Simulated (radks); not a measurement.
Problem. These are the eigenvalues of the occupied orbitals of an atom or ion with whole-number occupations (eV). Calculated with a radial shooting solver on a logarithmic mesh with Libxc functionals: Dirac Kohn-Sham, LDA (Slater exchange, Perdew-Wang correlation), spin-unpolarised, spherical densities, point nucleus.

orbital  eigenvalue
1s1/2     -21902.85
2s1/2     -3154.101
2p1/2     -2916.792
2p3/2     -2786.077
3s1/2     -559.6126
3p1/2     -467.4663
3p3/2     -445.2757
3d3/2     -281.5162
3d5/2     -277.1885
4s1/2      -82.1592
4p1/2      -54.6493
4p3/2      -51.2211
4d3/2      -11.2955
4d5/2      -10.9605
4f5/2       -0.4398
4f7/2       -0.4398

Which element is it, and in what charge state? The configuration may be excited. Open shells, if any, are shared by 2j + 1.

Solution. Z = 44, ruthenium, charge 0: Ru in [Kr] 4d7 4f1. The list shows which subshells hold electrons but not how many an open one holds; the 1s level, -804.91 hartree, gives Z - s = 40.1 by -(Z - s)^2/2, which with screening and relativity narrows Z to a few neighbours, and the depths of the outer levels then fix element, charge and occupations together.
